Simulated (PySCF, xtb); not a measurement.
C₄H₉FSi, SMILES CC1(F)C[SiH2]C1.

Harmonic wavenumbers (cm⁻¹) from xtb with GFN2-xTB at its own minimum, in rising order: 69, 224, 306, 324, 401, 420, 449, 454, 502, 612, 693, 725, 757, 763, 776, 842, 921, 956, 987, 1042, 1120, 1164, 1199, 1220, 1258, 1396, 1454, 1461, 1480, 1492, 2267, 2293, 3008, 3011, 3017, 3019, 3029, 3034, 3047.

### Question
What does PBE-D3(BJ)/def2-SVP (PySCF) give at its own minimum? (The exact figures need the calculation; the answer reports its results.)

### Answer
129, 252, 301, 323, 403, 416, 442, 484, 509, 641, 688, 723, 764, 766, 845, 897, 912, 926, 946, 984, 1042, 1044, 1164, 1171, 1248, 1343, 1348, 1375, 1402, 1418, 2161, 2173, 2976, 3007, 3011, 3072, 3079, 3085, 3086. Paired by order, the mean absolute difference is 41 cm⁻¹ and the zero-point energies are 73.2 and 72.3 kcal/mol.
